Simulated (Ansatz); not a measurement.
C3H7N, SMILES `C=C(C)N` (charge 0, multiplicity 1).

Cartesian coordinates (Å):
```xyz
11

C     -0.7230    -1.0632    -0.8641
C      0.0539    -0.1796    -0.2315
C     -0.4116     1.1955     0.1228
N      1.3804    -0.4209     0.0973
H     -1.7243    -0.7941    -1.1684
H     -0.3707    -2.0580    -1.1124
H     -0.3644     1.3544     1.2058
H     -1.4388     1.3556    -0.1999
H      0.2274     1.9497    -0.3455
H      1.7093     0.0486     0.9259
H      1.6618    -1.3879     0.0689
```
Charge 0, multiplicity 1.

Frozen-core energies in 6-31g from Ansatz (an electronic-structure program) at a geometry from PBE0-D3(BJ)/def2-TZVP; the HF reference has <S^2> = 0.00 and the T1 diagnostic is 0.010.

```tsv
level	energy (Ha)
HF	-172.03690
MP2	-172.41391
CCSD	-172.45567
```

Problem. Estimate the energies of CCSD(T), CCSDT and CCSDT(Q), and give each level's difference from CCSDT(Q).

Solution. 
```json
[
 {"level": "MP2", "energy (Ha)": "-172.41391", "difference from CCSDT(Q) (mHa)": "54.01"},
 {"level": "CCSD", "energy (Ha)": "-172.45567", "difference from CCSDT(Q) (mHa)": "12.25"},
 {"level": "CCSD(T)", "energy (Ha)": "-172.46637", "difference from CCSDT(Q) (mHa)": "1.55"},
 {"level": "CCSDT", "energy (Ha)": "-172.46699", "difference from CCSDT(Q) (mHa)": "0.93"},
 {"level": "CCSDT(Q)", "energy (Ha)": "-172.46792", "difference from CCSDT(Q) (mHa)": "0.00"}
]
```
